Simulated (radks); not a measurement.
Values are calculated unless marked as measured or tabulated.
Task: Isoelectronic series with 7 electrons, each ion in its NIST ground configuration. Level of theory: Dirac Kohn-Sham, PBE, spin-unpolarised, spherical densities, finite nucleus; open shells fill j = l - 1/2 first; Fermi nuclear charge, rms radius of each element as measured or else 0.836 A^(1/3) + 0.57 fm (a radial shooting solver on a logarithmic mesh with Libxc functionals). Total energies (hartree) and orbital eigenvalues (eV):

ion,configuration,E (hartree),2p3/2,2p1/2
N,[He] 2s2 2p3,-54.45374,-7.0787,-7.0978
F2+,[He] 2s2 2p3,-97.62438,-48.9589,-49.0458
Ne3+,[He] 2s2 2p3,-124.12510,-80.4736,-80.6282
Mg5+,[He] 2s2 2p3,-186.96187,-164.1857,-164.5834
Al6+,[He] 2s2 2p3,-223.30584,-216.3258,-216.9182
Si7+,[He] 2s2 2p3,-262.94057,-275.3029,-276.1538
P8+,[He] 2s2 2p3,-305.87234,-341.1097,-342.2952
S9+,[He] 2s2 2p3,-352.10816,-413.7420,-415.3520
Cl10+,[He] 2s2 2p3,-401.65568,-493.1972,-495.3366
Ar11+,[He] 2s2 2p3,-454.52322,-579.4745,-582.2641
K12+,[He] 2s2 2p3,-510.71974,-672.5741,-676.1521
Ca13+,[He] 2s2 2p3,-570.25476,-772.4968,-777.0201

Estimate the row of O+ ([He] 2s2 2p3).

Result: E (hartree) -74.39963; 2p3/2 -24.4262; 2p1/2 -24.4703.
